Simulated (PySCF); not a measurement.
# Polarisability and C₆ of As (arsenic, neutral)

[Ar] 3d10 4s2 4p3, high-spin 4S determinant. All numbers are calculated (PySCF 2.14, a scalar-relativistic core potential, in aug-cc-pVQZ-PP with ECP10MDF (7s6p5d3f2g, 89 functions)). Coupled (time-dependent) response in atomic units; α is the mean over directions.

```json
{"method": "UHF", "mean α (bohr³)": "30.33", "C₆ (like pair)": "256.6", "S(−4)": "268.0"}
{"method": "PBE", "mean α (bohr³)": "33.87", "C₆ (like pair)": "289.3", "S(−4)": "397.4"}
{"method": "PBE0", "mean α (bohr³)": "32.07", "C₆ (like pair)": "272.0", "S(−4)": "331.9"}
```

S(−4) is the Cauchy moment in α(ω) = α(0) + S(−4) ω² + …

Reference α: 30 ± 1 bohr³ (recommended; Schwerdtfeger and Nagle, table of static dipole polarizabilities (2023 update)). Published C₆: 246.0 (Chu and Dalgarno (2004); Tang, Norbeck and Certain (1976)).

α(iu) at PBE0:

```csv
u (hartree),α(iu) (bohr³)
0,32.07
0.0500,31.27
0.100,29.16
0.200,23.42
0.300,18.13
0.500,11.05
0.750,6.555
1.00,4.300
1.50,2.283
2.00,1.442
3.00,0.7514
5.00,0.3240
```

A single London oscillator, α(iu) = α/(1 + u²/ω²), gives C₆ = (3/4) ω α². Matching the computed C₆ needs ω = 4 × 272.0 / (3 × 32.07²) = 0.353 hartree.

Energies and moments cover only the electrons outside the core potential.
